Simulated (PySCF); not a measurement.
Removal energies of Au⁴³⁺ from EOM-IP-GCCSD

Reference: closed-shell Au⁴³⁺, [Kr]; one electron is removed. Calculated with PySCF 2.14, two-component X2C-1e with screened spin-orbit coupling, an even-tempered Gaussian basis (18 s from 2.3 bohr⁻², ratio 2.6; 16 p from 3 bohr⁻², ratio 2.6; 11 d from 3 bohr⁻², ratio 2.6; 5 f from 3.1 bohr⁻², ratio 2.8); frozen [Ar] 3d10; the 114 highest virtual spinors dropped; of the others 74 kept and the rest restored at second order. No Breit or QED terms. Binding energies in eV.

```json
{"level": "4p1/2", "Koopmans": "2395.8", "second order": "2395.9", "EOM-CCSD": "2395.9"}
{"level": "4p3/2", "Koopmans": "2260.7", "second order": "2261.7", "EOM-CCSD": "2261.8"}
```

For comparison, the ionisation energy of Au⁴³⁺ is 2261 ± 4 eV (theoretical estimate listed by NIST; NIST Atomic Spectra Database, ionization energies).
